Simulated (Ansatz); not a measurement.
`N#[C][AlH][OH]`. The species carries charge 0 and has multiplicity 1.

Cartesian coordinates in Å:
```
N 0.264 0.614 2.706
C 0.222 0.292 1.600
Al 0.217 -0.308 -0.234
O -0.865 0.517 -1.219
H 1.163 -1.469 -0.702
H -1.001 0.354 -2.151
```

Question: What are the harmonic wavenumbers in cm⁻¹ at PBE0-D4/def2-TZVP (Ansatz, finite differences of forces, unscaled)? (Best estimate.)

Answer: Computed: 140, 207, 316, 379, 497, 542, 576, 681, 898, 1998, 2319, 3969.

Question: Is this a minimum?

Answer: Yes, all 12 modes are real.

Question: Give the ideal-gas thermochemistry at 298.15 K and 1 bar (rigid rotor, harmonic oscillator; point group Cs, symmetry number 1).

Answer: Zero-point energy 74.9 kJ/mol; H(298) − E = 91.9 kJ/mol; entropy 305.8 J/(mol·K), of which translation 162.0, rotation 104.2, vibration 39.5; G(298) − E = 0.8 kJ/mol.
